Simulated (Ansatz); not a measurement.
`[CH3][W]([NH2])(=[O])=[O]` + HCl → `[CH3][W](=[O])(=[O])[Cl]` + NH₃ at 700 K and 1 bar (ligand exchange at a W–N bond).

Computed with Ansatz on PBE0-D4/def2-TZVP structures; ΔE is electronic, products minus reactants. CCSD(T)/CBS is the MP2 limit (def2-TZVPP, def2-QZVPP) plus CCSD(T) − MP2 in def2-TZVPP, frozen cores. This one scheme is used for every species. def2 core potentials past Kr. For W outer-core shells are correlated without core-valence functions, which leaves a few kJ/mol of doubt a bond. One conformer a species, not always the lowest.

```
                    species  CCSD(T)/CBS energy (Eh)  H − E (kJ/mol)  S (J/(mol·K))
`[CH3][W]([NH2])(=[O])=[O]`               -313.20736           257.4          475.1
                        HCl               -460.38127            38.4          211.8
 `[CH3][W](=[O])(=[O])[Cl]`               -717.09811           184.0          462.0
                        NH₃                -56.50880           116.9          226.5
```

H − E and S are ideal-gas, rigid-rotor, harmonic terms from PBE0-D4/def2-TZVP, for one conformer and one mirror image of each species. 1 Eh = 2625.50 kJ/mol, R = 8.31446 J/(mol·K).

Problem. By hand: ΔE, ΔH, ΔS and ΔG.

Solution. ΔE = (-717.09811) + (-56.50880) − (-313.20736) − (-460.38127) = -0.01828 Eh = -48.0 kJ/mol. Δ(H − E) = 184.0 + 116.9 − 257.4 − 38.4 = 5.1, so ΔH = -42.9 kJ/mol. ΔS = 462.0 + 226.5 − 475.1 − 211.8 = 1.6 J/(mol·K). ΔG = -42.9 − 700 × (1.6)/1000 = -44.0 kJ/mol.

Problem. By hand: the equilibrium constant, and the temperature at which ΔG would vanish if ΔH and ΔS stayed fixed.

Solution. log₁₀ K = −ΔG/(RT ln 10) = 3.3. ΔH and −TΔS have one sign here, so there is no such temperature.

The number of gas molecules stays the same, so ΔS is small and ΔH decides. A doubt of 5 kJ/mol in ΔE shifts log₁₀ K by 0.4 here. Other conformers and mirror images would add mixing entropy, several J/(mol·K) or more a flexible species. These are equilibria of isolated gas molecules and say nothing of rates. Largest T1 diagnostic: 0.023 (customary marks: 0.02 for closed shells, 0.045 for open ones).

ΔS is within the doubt of such terms, so its sign, and with it that verdict, could turn.
